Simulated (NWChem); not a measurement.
BHOBr$_{2}$; SMILES OB(Br)Br

```xyz
5

B      0.6483     0.0143     0.0000
Br    -0.3096    -1.6571     0.0000
Br    -0.3049     1.6679     0.0000
O      1.9839     0.0471     0.0000
H      2.3929    -0.8269     0.0000
```
Atoms are numbered in this order, from 1.

Results from NWChem. Pople sets run with spherical d functions. STO-3G and 3-21G are far too small for this property and stand as cheap habits. Geometry: optimised at PBE0/def2-SVP. Vertical excitations in the gas phase; the lowest state need not have the same character in each row.

```
level                   basis functions  lowest excitation, singlet (eV)  oscillator strength of that lowest state  lowest state with f > 0.02, singlet (eV)  orbital gap (eV)  relative time
----------------------  ---------------  -------------------------------  ----------------------------------------  ----------------------------------------  ----------------  -------------
B3LYP/3-21G, TDA                     64                             6.04                                     0.000                                      6.96              7.25              1
B3LYP/6-31G*, TDA                    94                             6.05                                     0.000                                      6.90              7.28              4
B3LYP/def2-SVP, TDA                  97                             6.00                                     0.000                                      6.94              7.23              4
B3LYP/def2-SVPD, TDA                133                             5.81                                     0.000                                      6.65              7.03              9
B3LYP/aug-cc-pVDZ, TDA              127                             5.87                                     0.000                                      6.56              7.10             50
```

The last column is a rough cost ratio, cheapest run = 1.
